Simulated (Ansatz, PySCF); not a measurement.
Cl₂H₃NOSn. Atoms are numbered in the order given.

```xyz
8

N      2.1968     0.1656    -0.0923
Sn     0.1716     0.1773    -0.0800
O     -0.3664     1.9381    -0.7956
Cl    -0.6967    -0.0571     2.0903
Cl    -0.7658    -1.5815    -1.3440
H      2.5403     0.8858    -0.7315
H      2.5671    -0.7343    -0.4017
H     -1.2704     2.1778    -0.5430
```
Charge 0, spin multiplicity 1.

Geometry: B3LYP-D3(BJ)/def2-SVP. The def2 effective core potentials stand for the cores of Sn; spin–orbit coupling is left out. One conformer was computed; it need not be the lowest.

Vertical ionisation energy (IE) and electron affinity (EA) in eV. Rows of orbital energies are one-electron estimates. Where ΔSCF, EOM or ADC give a negative EA the extra electron is unbound and the value depends on the basis.

```
level                                                                    IE    EA
--------------------------------------------------------------------  -----  ----
−ε(HOMO), −ε(LUMO), PBE0/def2-TZVP (PySCF)                                ?     ?
ΔSCF, PBE0/def2-TZVPD (Ansatz), final states of multiplicity 2 and 2  10.51  0.89
```

Task: Fill in the missing entries. (Estimate from the structure and the level; the computed values follow.)

Result: 
- −ε(HOMO), −ε(LUMO), PBE0/def2-TZVP (PySCF), IE: 8.49
- −ε(HOMO), −ε(LUMO), PBE0/def2-TZVP (PySCF), EA: 2.43

Task: What vertical singlet–triplet gap does ΔSCF give with PBE0/def2-TZVPD (Ansatz, a program for electronic structure)? (The exact figures need the calculation; the answer reports its results.)

Result: 4.36 eV (triplet above singlet where positive).
